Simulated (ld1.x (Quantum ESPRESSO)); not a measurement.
titanium: variants of one PAW potential

Base potential:

Ti (Z = 22), PAW, made with ld1.x (Quantum ESPRESSO) 7.5 (PW91, scalar-relativistic). Core [Ne], reference 3s2 3p6 3d2 4s1 4p0 (charge +1). Waves: 3s (bound): rcut 1.30, rcutus 1.65 bohr; 4s (bound): rcut 1.30, rcutus 1.65 bohr; 3p (bound): rcut 1.85, rcutus 2.25 bohr; 4p (bound, empty): rcut 1.85, rcutus 2.25 bohr; 3d (bound): rcut 2.10, rcutus 2.55 bohr; 3d channel at 1.15 Ry: rcut 2.10, rcutus 2.55 bohr. Local part: all-electron potential smoothed inside 1.40 bohr (lloc = -1). Core correction: Bessel-smoothed model core inside 1.30 bohr. Augmentation charge: PSQ, inside the norm-conserving radii.

Cutoffs, loose and tight: the cutoffs (Ry, on a coarse ladder) from which the occupation-weighted sum of valence levels, in a spherical-Bessel basis at the reference potential, stays within 10 and 1 mRy of its value at 400 Ry. They do not see the model core or the augmentation charge, which bear on the density cutoff. Test errors are all-electron minus pseudo excitation energies from the reference, over the configurations 3s2 3p6 3d2 4s2 4p0; 3s2 3p6 3d2 4s0 4p0; 3s2 3p6 3d1 4s0 4p0; 3s2 3p6 3d1 4s2 4p1; 3s2 3p6 3d2 4s0 4p2; 3s2 3p6 3d0 4s0 4p0; 3s2 3p5 3d2 4s2 4p0. A dash means not determined; rows that change the core or the reference have their own tests. The largest error is taken over the tests solved by every variant that gives reliable tests at all: 3s2 3p6 3d1 4s0 4p0; 3s2 3p6 3d1 4s2 4p1; 3s2 3p6 3d2 4s0 4p0; 3s2 3p6 3d2 4s2 4p0.

Cutoffs are not given where the Bessel-basis levels miss the radial ones by over 6 mRy, ghosts where they miss by over 20 mRy; a channel whose overlap is not positive is not tested.

A file whose overlap is not positive is unfit for use, and its test errors describe a broken file.

```csv
change,outcome,"cutoff, loose","cutoff, tight",bound ghosts,largest test error (meV)
base,generated,25 Ry,35 Ry,none,-9.5
"all radii but the core radius scaled by about 0.73 (s 1.20, p 1.64, d 1.86 bohr, rcut 0.94/1.34/1.52); local potential all-electron potential smoothed inside 1.02 bohr (lloc = -1)",failed: new_paw_hamiltonian: negative rho,–,–,–,–
local potential all-electron potential smoothed inside 1.74 bohr (lloc = -1),"generated, overlap not positive",–,–,not determined (overlap not positive),-11
"waves 3s (bound): rcut 1.30, rcutus 1.82 bohr; 4s (bound): rcut 1.30, rcutus 1.82 bohr",generated,25 Ry,35 Ry,none,-7.3
"wave 3d channel at 1.15 Ry: rcut 2.10, rcutus 2.55 bohr becomes 3d channel at 1.07 Ry: rcut 2.10, rcutus 2.55 bohr",generated,25 Ry,35 Ry,none,-9.8
core correction Bessel-smoothed model core inside 1.04 bohr,generated,25 Ry,35 Ry,none,-9.4
functional PBE,generated,25 Ry,35 Ry,none,-10.0
"waves 3p (bound): rcut 1.30, rcutus 1.38 bohr; 4p (bound): rcut 1.30, rcutus 1.38 bohr","generated, overlap not positive",–,–,not determined (overlap not positive),-3.4
"core [Ar], valence charge 4; reference 3d2 4s0 4p0; waves now 4s (bound): rcut 1.85, rcutus 2.40 bohr; 4s channel at 0.95 Ry: rcut 1.85, rcutus 2.40 bohr; 4p (bound): rcut 3.35, rcutus 3.85 bohr; 4p channel at 1.15 Ry: rcut 3.35, rcutus 3.85 bohr; 3d (bound): rcut 2.10, rcutus 2.70 bohr; 3d channel at 1.15 Ry: rcut 2.10, rcutus 2.70 bohr; local potential all-electron potential smoothed inside 2.00 bohr (lloc = -1); core correction a·sin(br)/r model core, default radius (ld1.x builds one for every PAW set, though the input has nlcc=.false.)",generated,12 Ry,15 Ry,none,test run stopped at test 1 of 7 (negative rho)
reference 3s2 3p6 3d2 4s1.75 4p0.25,"generated, overlap not positive",–,–,not determined (overlap not positive),-251
"waves 3d (bound): rcut 2.10, rcutus 2.30 bohr; 3d channel at 1.15 Ry: rcut 2.10, rcutus 2.30 bohr",generated,25 Ry,35 Ry,none,-23
```
